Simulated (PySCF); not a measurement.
What went wrong, or what changed?

The sound run of ErF3(NH3) (singlet in the valence; each metal's 4f electrons, 11 of them, lie in its core potential, out of spins and levels) uses PySCF 2.14.0, RKS PBE, Er lcecp-1-SVP with ECP57, F def2-SVP, N def2-SVP, H def2-SVP; non-relativistic Hamiltonian with scalar-relativistic core potentials where named; density fitting; no spin-orbit coupling, grid (50, 194), threshold 1e-8 and 55 cycles at the relaxed geometry. This run, with dm0 from free metal ions and neutral atoms, differs:

```python
mol = gto.M(atom='''
Er     0.08676    -0.08676     0.08676
F      1.08962     1.34911     1.08962
F     -1.34911    -1.08962     1.08962
F      1.08962    -1.08962    -1.34911
N     -1.34496     1.34496    -1.34496
H     -1.96206     1.96206    -0.79602
H     -0.79602     1.96206    -1.96206
H     -1.96206     0.79602    -1.96206''',
    basis={'Er': 'lcecp-1-SVP', 'F': 'def2-SVP', 'N': 'def2-SVP', 'H': 'def2-SVP'},
    ecp={'Er': 'lcecp-1-SVP'},
    charge=0, spin=12)
mf = dft.UKS(mol, xc='PBE')
mf.grids.atom_grid = (50, 194)  # f atoms: unpruned, at least (60, 302)
mf = mf.density_fit()  # fitting sets: Er AutoAux, F def2-universal-JKFIT, N def2-universal-JKFIT, H def2-universal-JKFIT
mf.conv_tol = 1e-08; mf.max_cycle = 56
mf.kernel(dm0)
```

**Question.** What was changed, and how did it end?

**Answer.** The spin was changed. The SCF did not converge. The cycle limit differs too. These settings are unsound on purpose: the numbers aren't the compound's.
```
init E= -399.499876461078
cycle= 1 E= -390.607322621384  delta_E= 8.89  |g|= 1.63  |ddm|= 3.65
cycle= 2 E= -383.506119221134  delta_E=  7.1  |g|= 3.16  |ddm|= 7.31
cycle= 3 E= -388.351867577941  delta_E= -4.85  |g|= 2.01  |ddm|= 7.67
cycle= 4 E= -389.772577246053  delta_E= -1.42  |g|= 1.57  |ddm|= 4.73
cycle= 5 E= -389.571340303655  delta_E= 0.201  |g|= 1.75  |ddm|= 3.44
...
cycle= 53 E= -391.827760991315  delta_E= -4.6e-07  |g|= 0.00682  |ddm|= 0.0112
cycle= 54 E= -391.827654134048  delta_E= 0.000107  |g|= 0.0131  |ddm|= 0.0283
cycle= 55 E= -391.827776584834  delta_E= -0.000122  |g|= 0.0044  |ddm|= 0.0249
cycle= 56 E= -391.827744329931  delta_E= 3.23e-05  |g|= 0.00754  |ddm|= 0.017
SCF not converged.
```

Run from Python with OMP_NUM_THREADS=2; the lines above give its settings.
It took 16 s on 2 threads of Arm Neoverse V2, on a shared host.

An lcecp potential fixes the number of 4f electrons, so in runs with it no electron can move into or out of that shell.
